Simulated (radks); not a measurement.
Q: K3+, configuration [He] 2s2 2p5 3s2 3p4 4s1 (not the ground configuration). Method: scalar-relativistic Kohn-Sham, MS2 meta-GGA, spin-polarised, spherical densities, finite nucleus; open shells are filled with parallel spins first; meta-GGA in the generalised Kohn-Sham scheme; Fermi nuclear charge, rms radius 3.4349 fm; computed with a radial shooting solver on a logarithmic mesh with Libxc functionals. Some entries of the table are withheld. Estimate them.

| orbital | occ. | eigenvalue (Ry) | r(max) (bohr) | <r^2> (bohr^2) |
|---|---|---|---|---|
| 1s up | 1 | -267.2708 | 0.05301 | 0.008811 |
| 1s down | 1 | -267.0145 | 0.05300 | 0.008795 |
| 2s up | 1 | -32.40871 | 0.3127 | 0.1684 |
| 2s down | 1 | -31.94914 | 0.3138 | 0.1696 |
| 2p up | 3 | -27.05015 | 0.2581 | 0.1420 |
| 2p down | 2 | -26.51244 | 0.2594 | 0.1436 |
| 3s up | 1 | -6.45198 | 0.9988 | 1.442 |
| 3s down | 1 | -6.10355 | 1.008 | 1.485 |
| 3p up | 3 | (1) | 1.029 | 1.626 |
| 3p down | 1 | (2) | 1.039 | 1.684 |
| 3d up | 0 | -2.88703 | 1.022 | 2.083 |
| 3d down | 0 | -2.59592 | 1.030 | 2.194 |
| 4s up | 1 | -1.99210 | 2.606 | 8.757 |
| 4p up | 0 | -1.62915 | 2.810 | 10.54 |

A: 
(1) 3p up eigenvalue (Ry): -5.00760
(2) 3p down eigenvalue (Ry): -4.67513
